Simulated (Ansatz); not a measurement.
Ansatz results at the PBE0-D4/def2-TZVP geometry: HOMO energy (PBE0/def2-TZVPP) -6.87 eV; LUMO energy (ωB97M-V/def2-TZVPP) 1.88 eV; LUMO energy (PBE0/def2-TZVPP) 0.24 eV.

Each molecule was computed in one conformer, which needn't be the lowest.

Problem. Which molecule gave them?
A. `IC1CB[SiH2]1`
B. `N[AsH]CO`
C. `O[Si]1(F)[AlH][SiH2]1`
D. `C=N/C([SiH3])=C\F`

Solution. B. The others give `O[Si]1(F)[AlH][SiH2]1`: -6.52, 0.14, -1.55; `IC1CB[SiH2]1`: -6.91, -0.42, -2.38; `C=N/C([SiH3])=C\F`: -6.93, 1.18, -0.99.
